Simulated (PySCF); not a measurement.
# Diatomic anions of Zn with the chalcogens

PBE with triple-zeta basis sets in PySCF, for the lowest determinant that a PBE0 search found; no spin–orbit coupling. De refers to high-spin ground-configuration atoms (the charge goes to the atom of lower measured ionisation energy or higher electron affinity, which is not always the lowest computed limit). A positive dipole points towards Zn; it is taken about the centre of mass and depends on that origin.

| M | basis | charged atom | state (unpaired electrons) | Re (Å) | ωe (cm⁻¹) | De (eV) | μ (D) |
| --- | --- | --- | --- | --- | --- | --- | --- |
| O | def2-TZVPPD | O− | doublet (σ ↑) | 1.770 | 634 | 2.34 | 3.24 |
| S | def2-TZVPPD | S− | doublet (σ ↑) | 2.150 | 383 | 1.79 | 3.52 |
| Se | def2-TZVPPD | Se− | doublet (σ ↑) | 2.284 | 269 | 1.58 | 1.39 |

The shortest bond is that of ZnO⁻ (1.770 Å), the longest that of ZnSe⁻ (2.284 Å). ZnO⁻ is bound most strongly (2.34 eV) and ZnSe⁻ least (1.58 eV).

Down a group the atoms grow and get heavier, so bonds lengthen and wavenumbers fall; this series shows no clear exception.

Spin–orbit coupling is left out. For an ion De counts to the pair picked by the measured ionisation energies or electron affinities, which need not be the lowest pair at this level. The highest Kohn–Sham level is positive in some of these anions. Much of that is self-interaction error, but it also means that the finite basis helps to hold the extra electron. States were picked by a PBE0 search and need not be the measured ground states.
